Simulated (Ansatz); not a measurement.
Frontier orbitals of C3H7AlF2 (`C[CH](C)[Al]([F])[F]`).

Z-matrix (Å, degrees):
```
C
C 1 1.529
H 1 1.092 2 112.4
H 1 1.094 2 111.5 3 -120.6
H 1 1.096 2 110.7 3 120.5
C 2 1.529 1 111.8 3 -178.2
Al 2 1.950 1 112.7 3 53.6
H 2 1.101 1 107.5 3 -60.5
H 6 1.094 2 111.5 1 -61.2
H 6 1.092 2 112.4 1 178.2
H 6 1.096 2 110.7 1 57.7
F 7 1.646 2 121.8 1 -27.2
F 7 1.646 2 121.9 1 154.2
```

Total charge 0; spin multiplicity 1. Geometry: relaxed with PBE0-D4/def2-TZVP. It is one conformer, not always the lowest. Basis def2-TZVPP, Ansatz 0.2.0.

Orbital energies of one run (eV). Highest occupied ones, from the top: -10.72, -12.64, -12.71, -13.88, -14.10, -14.41, -14.63, -14.67, -14.82, -15.43, -15.66, -15.99, -16.61, -19.72. Empty: 1.59, 1.77, 3.47, 3.49, 4.29, 4.54.

(1) Which functional gave them?
A. LDA (SPW92)
B. LC-ωPBE
C. revPBE
D. CAM-B3LYP

Answers

(1) B. HOMO energies: LC-ωPBE -10.72, revPBE -6.70, LDA (SPW92) -6.89, CAM-B3LYP -9.43 eV.

LC-ωPBE has ω = 0.4 bohr⁻¹.
